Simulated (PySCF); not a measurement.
**Excitation energy of Be by level of theory**

Be [He] 2s2 (1S) → Be [He] 2s1 3d1 (3D), as a difference of total energies. Calculation: PySCF 2.14, in dyall-av3z; scalar relativity by spin-free X2C-1e. Correlated levels: valence: 1s2 frozen; virtual orbitals above 40 to 60 times the deepest correlated orbital energy dropped. The calculations carry no spin-orbit coupling.

```csv
method,excitation energy (eV)
UHF,7.694
MP2 (valence),8.387
SCS-MP2 (valence),8.613
CCSD (valence),8.719
```

Question: How much does correlation contribute at MP2 (valence)?

Answer: 8.387 − (7.694) = 0.693 eV, measured against UHF.

The promoted electron is Rydberg-like, and one or two diffuse shells describe it only roughly, which tends to raise the upper state.

With two correlated electrons CCSD is exact in that space.
